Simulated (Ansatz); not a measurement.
## Worked example: a bond strength in SiH2O2F (SMILES O[Si](O)F)

SiH2O2F has 6 atoms, charge 0, and is taken as a doublet. As SMILES, `O[Si](O)F`. The shape was relaxed beforehand at wB97X-V/def2-SVP. This is one conformer, not always the lowest.

| atom | x (Å) | y (Å) | z (Å) |
| --- | --- | --- | --- |
| O | -0.9046 | 1.0434 | -0.6290 |
| Si | 0.3900 | 0.0344 | -0.4488 |
| O | 0.3501 | -0.5667 | 1.0983 |
| F | 0.1651 | -1.1542 | -1.5328 |
| H | -1.0589 | 1.6785 | 0.0800 |
| H | 1.1004 | -1.0995 | 1.3862 |

Wanted: the dissociation energy of the H6–O3 bond into doublet H and singlet SiHO2F (shapes relaxed at wB97X-V/def2-SVP, no zero-point term). 1 Eh = 2625.50 kJ/mol = 27.2114 eV. Totals in Eh; open shells run unrestricted unless said.

```tsv
level	program	SiH2O2F	doublet H	singlet SiHO2F
UHF/def2-TZVP	Ansatz	-539.519751	-0.499810	-538.926871
UPBE/def2-TZVP	Ansatz	-540.827750	-0.499616	-540.238747
RPA@PBE/def2-TZVP, 8 core orbitals frozen	Ansatz	-540.714872	-0.513303	-540.115651
```

Work out the dissociation energy at each level.


1. UHF/def2-TZVP: (-0.499810) + (-538.926871) − (-539.519751) = 0.093070 Eh = 244.4 kJ/mol = 2.53 eV.
2. UPBE/def2-TZVP: (-0.499616) + (-540.238747) − (-540.827750) = 0.089387 Eh = 234.7 kJ/mol = 2.43 eV.
3. RPA@PBE/def2-TZVP: (-0.513303) + (-540.115651) − (-540.714872) = 0.085918 Eh = 225.6 kJ/mol = 2.34 eV.

The levels span 226 to 244 kJ/mol; no measured value is set beside them. A fragment with an even electron count was run as a singlet and may have a lower triplet. A bond enthalpy at 298 K also holds the loss of zero-point energy and thermal terms.
